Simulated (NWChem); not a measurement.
Species: AlAsH₄; SMILES [AlH2][AsH2]

```xyz
6

Al     0.0157    -1.6728     0.0000
As     0.0501     0.7581     0.0000
H     -0.9907     0.8258    -1.1128
H     -0.9907     0.8258     1.1128
H      0.0621    -2.4614     1.3813
H      0.0621    -2.4614    -1.3813
```
Atoms are numbered in this order, from 1.

Geometry: optimised at PBE0/def2-SVP.

Symmetry labels are those of Cs in the frame above (b1 and b2, or b-type labels, depend on it).

Task: List the 4 lowest vertical singlet excitations from CAM-B3LYP/def2-SVPD, TDA (NWChem).

Result: 
```json
[
 {"state": "S1", "energy (eV)": "4.43", "oscillator strength": "0.014", "symmetry": "a'", "leading excitation (squared amplitude)": "HOMO → LUMO (0.93)"},
 {"state": "S2", "energy (eV)": "5.50", "oscillator strength": "0.000", "symmetry": "a\"", "leading excitation (squared amplitude)": "HOMO−1 → LUMO (0.98)"},
 {"state": "S3", "energy (eV)": "5.91", "oscillator strength": "0.003", "symmetry": "a\"", "leading excitation (squared amplitude)": "HOMO → LUMO+3 (0.96)"},
 {"state": "S4", "energy (eV)": "5.96", "oscillator strength": "0.069", "symmetry": "a'", "leading excitation (squared amplitude)": "HOMO → LUMO+1 (0.58)"}
]
```
